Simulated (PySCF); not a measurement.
## Deuteron quadrupole couplings in `O=C(C[SiH2]F)OCCO`

Species: C4H9FO3Si.
Structure used (GFN2-xTB), in Å, numbered top down from 1:
```
atom  x, y, z in Å
O1     0.0075   -0.1189    1.0122
C2     0.4973   -0.2760   -0.0847
C3     1.8495    0.2388   -0.4358
Si4    2.4279    1.2476    1.0705
F5     3.8899    1.8046    0.6596
O6    -0.1021   -0.9293   -1.0780
C7    -1.4232   -1.4076   -0.8356
C8    -2.4673   -0.3397   -1.1796
O9    -2.2659    0.8665   -0.4969
H10    2.5050   -0.6042   -0.6587
H11    1.7843    0.8225   -1.3544
H12    2.6690    0.4116    2.2331
H13    1.6146    2.4319    1.2773
H14   -1.5531   -2.2841   -1.4720
H15   -1.5068   -1.6905    0.2205
H16   -2.4113   -0.0928   -2.2432
H17   -3.4630   -0.7568   -0.9627
H18   -2.0610    0.6826    0.4302
```

Level: PBE0/pcSseg-1 (PySCF, non-relativistic); Q(2H) = 0.00286 b; rigid geometry, the same for H and D, with no vibrational averaging.

Problem. Rank these positions by the coupling χzz of a deuteron there, largest first.
A. H12 (Si–H hydrogen)
B. H16 (methylene hydrogen)
C. H18 (hydroxyl hydrogen)
D. H15 (methylene hydrogen)
E. H11 (methylene hydrogen)

Solution. C (297 kHz), E (209 kHz), B (197 kHz), D (189 kHz), A (112 kHz).

Problem. Tabulate Vzz, the asymmetry η and χzz = 234.96 MHz × Q × Vzz for every hydrogen position.

Solution. 
| atom | bonded to | bond length (Å) | Vzz (au) | η | χzz (kHz) |
| --- | --- | --- | --- | --- | --- |
| H10 | C3 | 1.091 | 0.3111 | 0.04 | 209 |
| H11 | C3 | 1.090 | 0.3105 | 0.04 | 209 |
| H12 | Si4 | 1.452 | 0.1668 | 0.02 | 112 |
| H13 | Si4 | 1.451 | 0.1670 | 0.01 | 112 |
| H14 | C7 | 1.091 | 0.2972 | 0.07 | 200 |
| H15 | C7 | 1.097 | 0.2805 | 0.08 | 189 |
| H16 | C8 | 1.093 | 0.2925 | 0.06 | 197 |
| H17 | C8 | 1.101 | 0.2814 | 0.05 | 189 |
| H18 | O9 | 0.967 | 0.4422 | 0.16 | 297 |

Problem. Average by the element that carries the hydrogen.

Solution. on C: 199 kHz over 6 positions, mean bond length 1.094 Å; on Si: 112 kHz over 2 positions, mean bond length 1.452 Å; on O: 297 kHz over 1 position, mean bond length 0.967 Å.

Problem. How does χzz go with the bond length over the 6 C–H bonds?

Solution. A straight-line fit has a slope of -18.3 kHz for each 0.01 Å, with a correlation coefficient of -0.86, over lengths from 1.090 to 1.101 Å. The longer bonds have the smaller couplings here.

Problem. Give the 2H NMR doublet splittings at H13 for a magnetic field along the z, y and x axes of the gradient: 3χ/2, 3χ(1 + η)/4, 3χ(1 − η)/4.

Solution. With |χ| = 112.2 kHz and η = 0.012: 168, 85 and 83 kHz, to first order and without motion.

Isolated species at its GFN2-xTB geometry (one conformer only). GFN2-xTB bond lengths can be off by several hundredths of an ångström, more for odd bonds, and the gradients follow them. The basis is small and wasn't made for field gradients, so the couplings can be 20 % off.
